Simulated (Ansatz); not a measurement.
Z-matrix (Å, degrees):
```
C
In 1 2.128
H 1 1.089 2 109.1
H 1 1.090 2 110.4 3 120.5
H 1 1.090 2 109.9 3 -119.6
N 2 2.021 1 130.5 3 -161.1
O 2 1.997 1 117.3 3 12.9
H 6 1.009 2 118.6 1 -162.7
H 6 1.009 2 119.5 1 -24.9
H 7 0.959 2 113.5 1 -176.6
```

Total charge 0; spin multiplicity 1. In takes the def2 core potential.

(1) List the PBE/def2-TZVPP orbital energies in eV (Ansatz). (Estimate.)

Answers

(1) Computed: Occupied: -509.13, -379.75, -268.93, -121.38, -79.15, -78.86, -78.83, -23.26, -20.47, -18.56, -18.24, -18.22, -18.18, -17.85, -16.62, -11.32, -10.89, -9.93, -9.84, -9.38, -7.23, -6.77, -6.41, -5.61. Lowest empty: -1.46, -0.96, -0.03, 0.17, 1.47, 1.56, 2.12, 2.31.
